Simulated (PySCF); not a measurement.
Isomers of C4H9FO2Si2, mass 164.013 u with the commonest isotopes. Method: PBE0/pcSseg-1 in PySCF (dipole) on a GFN2-xTB geometry, gas phase. One conformer each, none proved a minimum here; rigid rotors.

Question: Order these by radius of gyration √(Σ m r²/M), smallest first.
A. `[O:1]=[C:2]([OH:3])[SiH2:4][CH2:5]/[C:6]([SiH3:7])=[CH:8]\[F:9]` with O1–C2–O3–H 0°, O1–C2–Si4–C5 22°, C2–Si4–C5–C6 -164°, Si4–C5–C6–Si7 100°
B. `[CH3:1][O:2][C:3]1=[C:4]([CH3:5])[O:6][Si@H:7]([F:8])[SiH2:9]1` with C1–O2–C3–C4 -165°
C. `[OH:1][SiH2:2][O:3][C:4]1=[C:5]([CH2:6][SiH3:7])[C@@H:8]1[F:9]` with H–O1–Si2–O3 33°, O1–Si2–O3–C4 176°, Si2–O3–C4–C5 166°, C4–C5–C6–Si7 -94°

Answer: B (2.244 Å), A (2.649 Å), C (2.694 Å).

Question: Order these by rotational constant C, smallest first.
A. `[CH3:1][O:2][C:3]1=[C:4]([CH3:5])[O:6][Si@H:7]([F:8])[SiH2:9]1` with C1–O2–C3–C4 -165°
B. `[OH:1][SiH2:2][O:3][C:4]1=[C:5]([CH2:6][SiH3:7])[C@@H:8]1[F:9]` with H–O1–Si2–O3 33°, O1–Si2–O3–C4 176°, Si2–O3–C4–C5 166°, C4–C5–C6–Si7 -94°
C. `[O:1]=[C:2]([OH:3])[SiH2:4][CH2:5]/[C:6]([SiH3:7])=[CH:8]\[F:9]` with O1–C2–O3–H 0°, O1–C2–Si4–C5 22°, C2–Si4–C5–C6 -164°, Si4–C5–C6–Si7 100°

Answer: B (449.1 MHz), C (459.5 MHz), A (632.6 MHz).

Question: Order these by rotational constant B, largest first.
A. `[OH:1][SiH2:2][O:3][C:4]1=[C:5]([CH2:6][SiH3:7])[C@@H:8]1[F:9]` with H–O1–Si2–O3 33°, O1–Si2–O3–C4 176°, Si2–O3–C4–C5 166°, C4–C5–C6–Si7 -94°
B. `[CH3:1][O:2][C:3]1=[C:4]([CH3:5])[O:6][Si@H:7]([F:8])[SiH2:9]1` with C1–O2–C3–C4 -165°
C. `[O:1]=[C:2]([OH:3])[SiH2:4][CH2:5]/[C:6]([SiH3:7])=[CH:8]\[F:9]` with O1–C2–O3–H 0°, O1–C2–Si4–C5 22°, C2–Si4–C5–C6 -164°, Si4–C5–C6–Si7 100°

Answer: B (867.6 MHz), C (553.6 MHz), A (491.3 MHz).

```csv
SMILES,point group,Ia (u·Å²),Ib (u·Å²),Ic (u·Å²),κ,μa (D),μb (D),μc (D)
O=C(O)[SiH2]C/C([SiH3])=C\F,C1,289.07,912.85,1099.74,-0.85,0.50,0.08,0.98
COC1=C(C)O[Si@H](F)[SiH2]1,C1,269.81,582.48,798.93,-0.62,1.74,1.65,1.30
O[SiH2]OC1=C(C[SiH3])[C@@H]1F,C1,226.13,1028.70,1125.20,-0.95,0.29,1.93,0.80
```
